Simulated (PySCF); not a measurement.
# Effect of structural changes

Method: PySCF, TDDFT B3LYP/def2-SVPD circular dichroism and optical rotation, one conformer, gas phase. Geometry: GFN2-xTB.

Each molecule in one low-energy conformer. The parent is F[C@@H]1C[Si@H]1Br.

The calculation is non-relativistic, which matters for the atoms heavier than Zn.

(1) How does the specific rotation at 589.3 nm (origin-invariant length gauge) change along this series?
- F[C@@H]1C[Si@H]1Br (base)
- F[C@@H]1C[Si@@H]1Br (diastereomer)

Answers

(1) 
| molecule | [α]589 (deg dm⁻¹ (g/mL)⁻¹) | S1 (eV) | R(S1), velocity form (10⁻⁴⁰ esu² cm²) |
| --- | --- | --- | --- |
| F[C@@H]1C[Si@H]1Br | -21.9 | 5.15 | +6.8 |
| F[C@@H]1C[Si@@H]1Br | +120.6 | 4.96 | -0.3 |

The specific rotation at 589.3 nm (origin-invariant length gauge) is lowest for F[C@@H]1C[Si@H]1Br and highest for F[C@@H]1C[Si@@H]1Br.
